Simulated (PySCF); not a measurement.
Labels have come off several samples. The candidates:

A. benzocycloheptatriene
B. `P[P@](=C)(C)C(C)(C)C`
C. SMILES CCn1ccc(F)n1

Spectrum 1. $^{13}$C{$^{1}$H} NMR (computed): δ 42.3 (C), 25.9 (CH3), 13.7 (CH3), 6.5 (CH2).

Spectrum 2. $^{13}$C{$^{1}$H} NMR (computed): δ 172.9 (C), 131.7 (CH), 96.7 (CH), 50.5 (CH2), 20.5 (CH3).

Spectrum 3. $^{13}$C{$^{1}$H} NMR (computed): δ 140.8 (CH), 140.1 (C), 140.0 (C), 135.6 (CH), 134.9 (CH), 134.9 (CH), 133.0 (CH), 132.0 (CH), 131.6 (CH), 130.4 (CH), 39.1 (CH2).

[PySCF 2.14: coordinates at the GFN2-xTB level; shieldings: GIAO PBE0/pcSseg-1; gas phase; one averaged value for each set of equivalent atoms; one computed conformer; relativity neglected]

Chemical shifts δ = σref − σ; $^{13}$C against TMS, all at this level. Splittings of carbon signals by F and P are missing where no couplings were computed. Shifts are as computed. Against solution values, carbons near 30 ppm lie about +3 ppm off and those near 130 ppm about +5 ppm. Of 1211 compounds with measured shifts, 218 miss one by over three times the rms of a fit or turn the order of signals round; such compounds aren't used in these exercises.

Which spectrum belongs to which compound?

Answers

1–B, 2–C, 3–A.

- Spectrum 1 (B): 4 $^{13}$C signals; δC 25.9 is a methyl carbon; δC 42.3 is a fully substituted sp3 carbon bonded to P.
- Spectrum 2 (C): 5 $^{13}$C signals; δC 172.9 is an aromatic carbon bearing fluorine; δC 50.5 is an sp3 CH2 bonded to N.
- Spectrum 3 (A): 11 $^{13}$C signals; δC 140.8 is an alkene CH; δC 135.6 is an alkene CH.
